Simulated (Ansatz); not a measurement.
Harmonic frequencies (cm⁻¹) at PBE0-D4/def2-TZVP from Ansatz: 153, 326, 348, 409, 442, 542, 571, 603, 631, 699, 723, 864, 934, 1054, 1101, 1172, 1211, 1228, 1320, 1392, 1454, 1954, 1988, 2666, 3047, 3093, 3132.

(1) Which molecule is it?
A. `[BH]1CO[CH2][GaH]1`
B. `[CH3][Ga]1[BH]O[CH2]1`
C. `C[O][Al]([F])[SiH3]`
D. `B[CH2][Ga]1[CH2][O]1`

Answers

(1) A.
